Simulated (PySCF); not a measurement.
H2S2, charge +1, doublet, geometry from GFN2-xTB (a state made from the parent by changing its charge; the spin is typed, not shown lowest); PySCF with HF/def2-SV(P).

Here is a job for PySCF.
```python
from pyscf import gto, scf

mol = gto.Mole()
mol.atom = '''
    S    -0.80955851   -0.03765018    0.59460666
    S     0.80955851    0.03765018   -0.59460666
    H    -1.71863123   -0.08126760   -0.40514565
    H     1.71863123    0.08126760    0.40514566
'''
mol.basis = 'def2-sv(p)'
mol.charge = 1
mol.spin = 1
mol.verbose = 3
mol.build()

mf = scf.ROHF(mol)
mf.kernel()
mf.analyze()
```

Output, abridged:

```
converged SCF energy = -795.638282280529
**** MO energy ****
                Roothaan           | alpha              | beta
MO #1   energy= -92.2635643447662  | -92.26585344594    | -92.2612752435926  occ= 2
MO #2   energy= -92.263524296511   | -92.265812514358   | -92.2612360786642  occ= 2
MO #3   energy= -9.29897076423989  | -9.30129942824471  | -9.29664210023512  occ= 2
MO #4   energy= -9.29874817103546  | -9.30110481714719  | -9.29639152492376  occ= 2
MO #5   energy= -6.98508528225917  | -6.98617702141313  | -6.98399354310519  occ= 2
MO #6   energy= -6.98473609613757  | -6.98583321378213  | -6.98363897849306  occ= 2
MO #7   energy= -6.98322199816386  | -6.98431714598419  | -6.98212685034352  occ= 2
MO #8   energy= -6.98318171420409  | -6.98427564115188  | -6.98208778725631  occ= 2
MO #9   energy= -6.98204250943684  | -6.99267292067553  | -6.97141209819815  occ= 2
MO #10  energy= -6.98200645379166  | -6.99264473138602  | -6.9713681763685   occ= 2
MO #11  energy= -1.36224974203215  | -1.37937384664294  | -1.34512563742135  occ= 2
MO #12  energy= -1.1587975087913   | -1.18353520749116  | -1.13405981009147  occ= 2
MO #13  energy= -0.856430173869845 | -0.866005273083309 | -0.846855074656387 occ= 2
MO #14  energy= -0.847415047536949 | -0.852800338969935 | -0.842029756103958 occ= 2
MO #15  energy= -0.7264522776675   | -0.737691133102969 | -0.715213422232021 occ= 2
MO #16  energy= -0.720417896183287 | -0.781178063620903 | -0.659657728745665 occ= 2
MO #17  energy= -0.458435985044455 | -0.639681930248132 | -0.277190043909527 occ= 1
MO #18  energy= -0.129052390491343 | -0.137712265403566 | -0.12039251557912  occ= 0
MO #19  energy= -0.0818514133701311 | -0.0858143287419856 | -0.07788849799829  occ= 0
MO #20  energy= -0.0553129208771439 | -0.0599882098633243 | -0.050637631890954 occ= 0
MO #21  energy= 0.240246013352589  | 0.233417317358415  | 0.247074709346775  occ= 0
MO #22  energy= 0.263219865573143  | 0.257988299827282  | 0.268451431319001  occ= 0
MO #23  energy= 0.302124908613156  | 0.295615471008677  | 0.308634346217631  occ= 0
MO #24  energy= 0.373274819614024  | 0.364580705999417  | 0.381968933228611  occ= 0
MO #25  energy= 0.440138172352569  | 0.414511719359696  | 0.465764625345439  occ= 0
 ** Mulliken atomic charges  **
charge of    0S =      0.34536
charge of    1S =      0.34536
charge of    2H =      0.15464
charge of    3H =      0.15464

WARN: System has nonzero charge 1; the dipole moment is origin-dependent.
Location of origin: [0. 0. 0.]

Dipole moment(X, Y, Z, Debye):  0.00000,  0.00000,  0.00000
```
